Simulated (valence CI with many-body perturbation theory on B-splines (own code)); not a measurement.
Pd¹⁴⁺: E2, M1, M2 decay

Computed by configuration interaction combined with many-body perturbation theory (CI+MBPT): four valence electrons over a frozen Dirac-Fock core [Ar] 3d10, radial functions for each j: 11 s, 11 p, 10 d, 8 f, 5 g, 2 h, with the one-electron correlation potential Σ1, the two-electron term Σ2, the three-electron term Σ3, Breit, model QED; selected CI, second order for the rest, scaled by the run's own slope (own B-spline code, finite nucleus).

No measured spectrum was set against this ion. As an estimate, levels hold to about 250 cm⁻¹ or 0.2 % of their energy and the worst to 1 %, as in measured heavy ions of charge 2 to 7; those with d or f electrons hold less well. Among the levels kept, up to 560 cm⁻¹ of a level comes from second order outside the variational space, and about a tenth of that is noise between levels of different J, which matters for small intervals.

Lines 1 to 14 of 14 in falling wavelength, among levels below 165.23 eV, chosen from the decays that carry over 1 % of a level's rate. Wavelengths and rates use the calculated energies, so an error of 900 cm⁻¹ moves a line at 2071 Å by 1.9 % and its rate by three times that or more. Electric multipoles are in the length gauge, E1 and E2 with the static RPA response of the core. S is in atomic units (e²a₀⁴ for E2 and M2, e²a₀⁶ for E3), for M1 in squared Bohr magnetons. Weak lines are less certain than strong ones. Lines between different terms over intervals too small for the method are left out, as are lines whose strength nearly cancels.

Names give the largest LS component (configuration and term), which can be under half, so a name can repeat, a term be missing and a line seem to break the LS rules; names also repeat where a configuration has a term twice.

| λ vac (Å) | Upper | Lower | Type | A (s⁻¹) | S (a.u.) |
| --- | --- | --- | --- | --- | --- |
| 7574 | 4s²4p² ³P_2 | 4s²4p² ³P_1 | M1 | 1.79e+01 | 1.44e+00 |
| 3014 | 4s²4p4d ³F°_4 | 4s²4p4d ³F°_3 | M1 | 6.88e+02 | 6.28e+00 |
| 2713 | 4s²4p² ³P_1 | 4s²4p² ³P_0 | M1 | 7.69e+02 | 1.71e+00 |
| 2071 | 4s²4p² ¹D_2 | 4s²4p² ³P_2 | M1 | 1.12e+03 | 1.84e+00 |
| 1998 | 4s²4p² ³P_2 | 4s²4p² ³P_0 | E2 | 2.87e+00 | 4.08e-01 |
| 1626 | 4s²4p² ¹D_2 | 4s²4p² ³P_1 | M1 | 1.34e+03 | 1.07e+00 |
| 1183 | 4s²4p² ¹S_0 | 4s²4p² ³P_2 | E2 | 1.08e+02 | 2.23e-01 |
| 1023 | 4s²4p² ¹S_0 | 4s²4p² ³P_1 | M1 | 7.47e+03 | 2.97e-01 |
| 615.8 | 4s²4p4d ³F°_4 | 4s4p³ ³P°_2 | E2 | 6.98e+01 | 4.97e-02 |
| 489.5 | 4s²4p4d ³F°_4 | 4s4p³ ³D°_3 | M1 | 6.30e+01 | 2.47e-03 |
| 456.9 | 4s²4p4d ³F°_4 | 4s4p³ ³D°_2 | E2 | 1.34e+02 | 2.15e-02 |
| 354.7 | 4s²4p4d ³F°_4 | 4s4p³ ⁵S°_2 | E2 | 1.63e+02 | 7.34e-03 |
| 212.8 | 4s²4p4d ³F°_4 | 4s²4p² ¹D_2 | M2 | 1.60e+02 | 5.61e-04 |
| 193.0 | 4s²4p4d ³F°_4 | 4s²4p² ³P_2 | M2 | 2.02e+01 | 4.34e-05 |
